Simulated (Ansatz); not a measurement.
H3ClMgSi (SMILES [SiH3][Mg][Cl]), singlet, geometry from GFN2-xTB (such geometries of metal compounds can be far from the true shape), with bond 2-1 at 1.8 times its length; Ansatz (a quantum-chemistry and plane-wave program) with CASSCF(2,3)/def2-SVP.

The Ansatz input:
Ansatz 0.2 input:
```yaml
crystal:
  periodic: [false, false, false]
  atoms:
    - {symbol: Mg, position_ang: [0.51659587, 0.05768060, -0.51003876]}
    - {symbol: Cl, position_ang: [-1.78495399, 3.12501531, -1.21702085]}
    - {symbol: Si, position_ang: [0.40949217, -1.73194106, 1.18868704]}
    - {symbol: H, position_ang: [0.39867677, -3.12075333, 0.68626367]}
    - {symbol: H, position_ang: [-0.85862766, -1.56527193, 1.93581876]}
    - {symbol: H, position_ang: [1.48264016, -1.70880973, 2.20447611]}
basis:
  gaussian:
    orbitals: def2-SVP
hamiltonian:
  xc: hf
magnetization: {spin_polarized: false}
correlation: {active_space: {window: {electrons: 2, orbitals: 3}}}
```

It wrote (shortened):

```
Functional definition: HF
624 factors; integrals over basis functions are off by at most 1.2e-3 eV
mean field evaluation 1: about -25832.3687 eV, gradient 2.2e1 eV
mean field evaluation 2: about -25832.3714 eV, gradient 2.2e1 eV
mean field evaluation 4: about -25834.7512 eV, gradient 2.0e0 eV
mean field evaluation 8: about -25834.8011 eV, gradient 2.0e-3 eV
mean field -25834.80111441 eV, -949.4114294975 hartree, gradient 8.2e-6 eV, S^2 0.000000; 0 other end points of the search recorded, 0 dependent functions left out
reference -25834.80111441 eV, -949.4114294975 hartree; 23, 23 occupied and 46, 46 virtual orbitals, 624 factors
state -25835.33478391 eV, -949.4310414898 hartree
the orbitals are reached from a further start. From the first start the search ends at -25835.32836657 eV, -949.4308056568 hartree
Total energy: -25835.33478391 eV, -949.4310414898 hartree
```
